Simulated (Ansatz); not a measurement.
Geometry optimisation, Ansatz 0.2.0, UKS PBE0/def2-SVP.

input.yaml

```yaml
crystal:
  periodic: [false, false, false]
  atoms:
    - { symbol: Si, position_ang: [-0.48379, -0.85295, -0.9805] }
    - { symbol: B, position_ang: [0.17789, 0.2419, 0.31398] }
    - { symbol: Te, position_ang: [1.41634, 0.88979, 1.79777] }
    - { symbol: H, position_ang: [-1.55089, -1.84747, -0.81949] }
    - { symbol: H, position_ang: [-0.18922, -0.78133, -2.41636] }
    - { symbol: H, position_ang: [0.62968, 2.35006, 2.10458] }
magnetization:
  spin_polarized: true
basis:
  gaussian: { orbitals: def2-SVP }
hamiltonian:
  xc: pbe0
relax:
  f_tol: 0.02
  max_steps: 50
output:
  orbitals: {}
```

Run as:

```bash
$ ansatz run input.yaml --threads 2 --pin off --max-ram 3072MiB --backend cpu --events-out ev --progress --plain --runs-dir out
```

Problem. Where does it end, and by what steps?

Solution. The forces met the threshold. After 8 steps the energy has fallen by 0.068 eV; B2 moved furthest, 0.17 Å.

| step | energy less start (eV) | largest force component (eV/Å) | accepted |
| --- | --- | --- | --- |
| 0 | 0.0000 | 0.372 | yes |
| 1 | -0.0477 | 0.206 | yes |
| 2 | -0.0598 | 0.075 | yes |
| 3 | -0.0570 | 0.231 | no |
| 4 | -0.0629 | 0.064 | yes |
| 5 | -0.0615 | 0.064 | no |
| 6 | -0.0662 | 0.049 | yes |
| 7 | -0.0664 | 0.124 | yes |
| 8 | -0.0675 | 0.016 | yes |

```xyz
6
Properties=species:S:1:pos:R:3
Si -0.477 -0.897 -1.005
B 0.288 0.116 0.314
Te 1.423 0.919 1.825
H -1.621 -1.807 -0.733
H -0.168 -0.673 -2.441
H 0.555 2.341 2.041
```

Whether the end is a true minimum wasn't checked by a vibrational analysis.

The run took 32 s on 2 threads of Intel(R) Xeon(R) Platinum 8488C (Sapphire Rapids), on a shared host, peak memory 0.21 GiB.
